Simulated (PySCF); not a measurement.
A PySCF script (with the pyscf-properties extension) for the NMR shieldings of SMILES CCC1=C(OC)P1C1CC1, C₈H₁₃OP, on a GFN2-xTB geometry:

```python
import basis_set_exchange as bse
import numpy as np
from pyscf import gto, dft
from pyscf.prop import nmr

atoms = """
C     3.021663    1.665848   -0.332778
C     1.760789    1.490059   -1.175197
C     0.634307    1.025377   -0.341961
C    -0.604968    1.204725    0.058333
O    -1.692549    1.955515   -0.061064
C    -2.824519    1.497014    0.653762
P     0.164954   -0.189627    0.963906
C    -0.426382   -1.625270   -0.062028
C     0.147519   -2.987265    0.210295
C    -1.258856   -2.685440    0.604935
H     3.265977    0.729536    0.164807
H     3.861115    1.961878   -0.957407
H     2.863530    2.426049    0.428538
H     1.480918    2.434307   -1.649986
H     1.953681    0.754587   -1.962639
H    -3.557103    2.301391    0.621821
H    -3.239956    0.599429    0.184555
H    -2.564166    1.269577    1.691616
H    -0.659999   -1.376506   -1.093871
H     0.321014   -3.644800   -0.628674
H     0.885921   -3.074291    0.994355
H    -1.474216   -2.570969    1.657859
H    -2.063426   -3.134138    0.040903
"""
names = dict.fromkeys(["C", "O", "P", "H"], "pcSseg-1")
basis = {el: gto.basis.parse(bse.get_basis(n, elements=[el], fmt="nwchem")) for el, n in names.items()}
mol = gto.M(atom=atoms, basis=basis, charge=0, verbose=0)
mf = dft.RKS(mol, xc="PBE0")
mf.grids.level = 2
mf.grids.alignment = dft.numint.BLKSIZE   # the property module wants whole blocks of grid points
mf.conv_tol = 1e-9
mf.kernel()

calc = nmr.RKS(mf)   # GIAO
C = mf.mo_coeff
Co = C[:, mf.mo_occ > 0]
resp = mf.gen_response(singlet=True, hermi=2)
def vind(x):   # induced exchange potential for any number of trial vectors
    d = np.einsum("pi,xij,qj->xpq", C, 2 * x.reshape(-1, C.shape[1], Co.shape[1]), Co, optimize=True)
    return np.einsum("xpq,pi,qj->xij", resp(d - d.transpose(0, 2, 1)), C, Co, optimize=True).ravel()
mo1, _ = nmr.rhf.solve_mo1(calc, with_cphf=vind)
sigma = calc.kernel(mo1)
for i, s in enumerate(sigma):   # ppm
    print("%2d %-2s %9.2f" % (i, mol.atom_pure_symbol(i), np.trace(s) / 3))
```

Q: What are the results?

A: 
```
 0 C     172.69
 1 C     165.89
 2 C      89.10
 3 C      34.06
 4 O     253.69
 5 C     125.20
 6 P     467.36
 7 C     163.38
 8 C     183.09
 9 C     184.26
10 H      30.10
11 H      30.48
12 H      30.95
13 H      28.87
14 H      29.35
15 H      27.69
16 H      27.70
17 H      27.46
18 H      31.77
19 H      31.19
20 H      31.43
21 H      31.52
22 H      31.21
```

These numbers come from an equivalent density-fitted implementation of the same equations, which agrees with the script to about 0.01 ppm for H and up to a few tenths of a ppm for heavy atoms, so last digits may differ.

Size and cost of the density-fitted run: 242 basis functions, about 2.8 core-minutes.
